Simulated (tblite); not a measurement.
Input of a run (GFN2-xTB geometry optimisation, gas phase (tblite 0.8.0)), started from a force field or distance geometry:
```
{"job": {"kind": "relax", "xc": "GFN2-xTB", "basis": "xTB"}, "charge": 0, "multiplicity": 2}
N     -2.633900     0.353300     0.645400
C     -1.829000     0.415900    -0.581200
C     -0.356400     0.108200    -0.292500
C      0.192000    -1.042200    -0.877000
C      1.529800    -1.392400    -0.653800
C      2.332100    -0.576000     0.122600
C      1.805600     0.579800     0.700900
C      0.470600     0.927800     0.505000
S     -0.113700     2.431000     1.321500
H     -2.277500     1.159500     1.193900
H     -2.295000    -0.429000     1.194700
H     -1.927200     1.387400    -1.052400
H     -2.239000    -0.315100    -1.271100
H     -0.420100    -1.699500    -1.486700
H      1.936200    -2.280000    -1.110400
H      3.375500    -0.826800     0.306900
H      2.442600     1.210200     1.324200
```

Output (eV, eV/Å):
```
step      E/eV     max force
  0    -684.91478    1.678
  1    -685.01240    1.156
  2    -685.07060    0.713
  3    -685.10318    0.692
  4    -685.11635    0.298
  5    -685.12304    0.186
  6    -685.12838    0.224
  7    -685.13464    0.248
  8    -685.13946    0.181
  9    -685.14232    0.096
 10    -685.14384    0.108
 11    -685.14524    0.101
 12    -685.14687    0.102
 13    -685.14829    0.078
 14    -685.14924    0.070
 15    -685.14996    0.071
 16    -685.15066    0.065
 17    -685.15126    0.060
 18    -685.15166    0.050
 19    -685.15199    0.044
 20    -685.15240    0.049
 21    -685.15283    0.051
 22    -685.15314    0.034
 23    -685.15329    0.027
 24    -685.15340    0.023
 25    -685.15352    0.032
 26    -685.15366    0.030
 27    -685.15379    0.025
 28    -685.15390    0.027
 29    -685.15404    0.034
 30    -685.15420    0.033
 31    -685.15436    0.028
 32    -685.15450    0.022
 33    -685.15461    0.025
 34    -685.15470    0.027
 35    -685.15477    0.019
 36    -685.15481    0.013
 37    -685.15484    0.014
 38    -685.15487    0.014
 39    -685.15490    0.015
 40    -685.15493    0.014
 41    -685.15495    0.009
```

Problem. Summarise the run.

Solution. The energy falls by 5.5 kcal/mol over 41 L-BFGS steps, the largest force on an atom goes from 1.68 to 0.009 eV/Å, and the atoms move by 0.080 Å rms after alignment. The bond that changes most is C8–S9 (ends: carbon bonded to 2 C and S; sulfur bonded to C), which shortens by 0.082 Å. Bonds longer at the end by more than 0.005 Å: 3 of 17; shorter: 9. Among the angles that change most is C2–N1–H10, from 102.7° to 110.8°. Among the dihedrals that turn most is H11–N1–C2–C3, from -39° to -54°. The energy never rose by more than 1e-5 eV on the way. The first step brought 41 % of the lowering.

Problem. What are the final bond lengths?

Solution. N1–C2 1.448 Å, C2–C3 1.513 Å, C3–C4 1.384 Å, C4–C5 1.387 Å, C5–C6 1.387 Å, C6–C7 1.378 Å, C7–C8 1.400 Å, C8–S9 1.725 Å, C3–C8 1.407 Å, N1–H10 1.016 Å, N1–H11 1.014 Å, C2–H12 1.095 Å, C2–H13 1.094 Å, C4–H14 1.081 Å, C5–H15 1.079 Å, C6–H16 1.080 Å, C7–H17 1.080 Å. Numbering counts from 1 in the input's order; the species is `c1(CN)c(cccc1)[S]` [radical].

Time: 0.34 s wall. Hardware: Arm Neoverse V1, one thread, shared host.

Its GFN2-xTB frequencies are all real (lowest 45 cm⁻¹).

One conformer stands for the species.

The numbers are calculated, not measured.
